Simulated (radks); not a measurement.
Ionisation of neutral carbon, [He] 2s2 2p2, to [He] 2s2 2p1 as the strength of local exchange is varied. All-electron calculation, non-relativistic Kohn-Sham, Slater X-alpha exchange (alpha = 2/3 is LDA exchange), no correlation, spin-polarised, spherical densities, point nucleus; open shells are filled with parallel spins first. Program: a radial shooting solver on a logarithmic mesh with Libxc functionals.

| alpha | E(C) (hartree) | exchange (hartree) | IE (eV) | -e of the level emptied (eV) | <r> of it (bohr) |
|---|---|---|---|---|---|
| 0.667 | -37.11410 | -4.41395 | 10.780 | 5.337 (2p) | 1.767 |
| 0.72 | -37.46619 | -4.80146 | 11.481 | 5.939 (2p) | 1.724 |
| 0.737 | -37.57970 | -4.92687 | 11.711 | 6.138 (2p) | 1.711 |
| 0.801 | -38.00951 | -5.40385 | 12.593 | 6.909 (2p) | 1.664 |
| 0.933 | -38.90834 | -6.41172 | 14.505 | 8.613 (2p) | 1.578 |
| 0.981 | -39.23930 | -6.78625 | 15.231 | 9.270 (2p) | 1.550 |

NIST Atomic Spectra Database: 11.260 eV (measured). The Delta-SCF value meets it near alpha = 0.70. Open shells are spherical and high-spin; term and fine-structure splittings are not resolved.
